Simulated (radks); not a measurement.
The numbers below are computed, except where a source is named.
Spherical quantum dot in the effective-mass picture: electrons in a hard-walled sphere of radius 2.46, all in effective atomic units (hartree* = m*/eps^2 hartree, bohr* = eps/m* bohr), one dielectric constant everywhere. Level of theory: non-relativistic Kohn-Sham, PBEsol, spin-polarised, spherical densities (a radial shooting solver with Libxc functionals). Levels are named by radial order and angular momentum (1s, 1p, 1d, 2s, ...), and open shells are averaged over m. Results are scaled to m* = 0.306 and eps = 7.2, for which hartree* = 160.6 meV and bohr* = 1.245 nm.

N = 3, configuration 1s2 1p(up 1, down 0). This is the lowest configuration that the search found. Occupied and some empty levels:

level,occupation,eigenvalue (meV),<r> (nm)
1s up,1,367.21,1.637
1s down,1,378.72,1.624
1p up,1,486.40,1.868
1p down,0,500.06,1.863
1d up,0,648.74,2.015
1d down,0,663.23,2.014
2s up,0,767.87,1.491
2s down,0,775.02,1.496
1f up,0,849.18,2.121
1f down,0,863.90,2.122

Energy (meV): total 818.721, kinetic 538.18, external 0, Hartree 470.71, exchange-correlation -190.17.

Electron density:

r (nm),n(r) (e/nm^3)
0.0717,0.07446
0.302,0.07506
0.531,0.07608
0.761,0.07679
0.991,0.07619
1.22,0.07324
1.45,0.06711
1.68,0.05751
1.91,0.04511
2.14,0.03122
2.37,0.01807
2.60,0.007914
2.83,0.001870
3.06,1.405e-06
